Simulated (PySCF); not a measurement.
A structure optimised at PBE0-D3(BJ)/def2-SVP, used in a PySCF frequency run:

```xyz
10

Ga     0.1021     0.2976     0.1879
O      1.1769     1.7074     0.2224
H      1.7503     1.7587    -0.5498
O     -1.0449    -0.0048     1.5062
H     -1.0048     0.6622     2.1994
O      0.1722    -0.8231    -1.1796
C     -0.6307    -1.9657    -1.3020
H     -1.2252    -1.9154    -2.2316
H     -0.0002    -2.8709    -1.3608
H     -1.3347    -2.1024    -0.4613
```

Question: Write its SMILES and formula.

Answer: C[O][Ga]([OH])[OH], CH5GaO3

Question: What are its rotational constants (standard atomic weights)?

Answer: 5.8125, 2.6360, 1.8346 GHz
